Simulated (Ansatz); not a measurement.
Reaction (ligand exchange at the Si–O bond): `[SiH3]OC1=CC1` + `CS[SiH2]O` → `CS[SiH2]O[SiH3]` + `OC1=CC1`

Isolated molecules relaxed with PBE0-D4/def2-TZVP in Ansatz; ΔE leaves out vibrations. CCSD(T)/CBS is the MP2 limit (def2-TZVPP, def2-QZVPP) plus CCSD(T) − MP2 in def2-TZVPP, frozen cores. Functionals use def2-TZVPP. B3LYP here is the variant with VWN-RPA as its local correlation; programs differ in this. Each species was taken in one conformer, which may not be the lowest.

Problem. Is it downhill or uphill in electronic energy at CCSD(T)/CBS, and by how much? (Estimate.)

Solution. Computed: Downhill: ΔE = -0.22 eV.

Problem. What do these levels give: PBE-D4, B3LYP-D4, ωB97X-V, B2PLYP, PBE, B3LYP, HF/def2-TZVPP, MP2/def2-TZVPP, CCSD/def2-TZVPP, SCS-MP2/def2-QZVPP, MP2/CBS(def2), CCSD/CBS(def2)? (An estimate is asked.)

Solution. The calculation gave: PBE-D4 -0.21, B3LYP-D4 -0.23, ωB97X-V -0.22, B2PLYP -0.20, PBE -0.19, B3LYP -0.19, HF/def2-TZVPP -0.24, MP2/def2-TZVPP -0.19, CCSD/def2-TZVPP -0.21, SCS-MP2/def2-QZVPP -0.21, MP2/CBS(def2) -0.21, CCSD/CBS(def2) -0.23 eV.

Largest T1 diagnostic among the species: 0.012.

In def2-TZVPP, CCSD(T) changes the Hartree–Fock value by +0.03 eV (the triples alone add +0.01 eV) and MP2 by +0.04 eV. The D4 term adds −0.04 eV with B3LYP and −0.02 eV with PBE0; it sums over pairs of atoms, weighted by their polarisabilities, and B3LYP, whose exchange is more repulsive, gets the larger term.
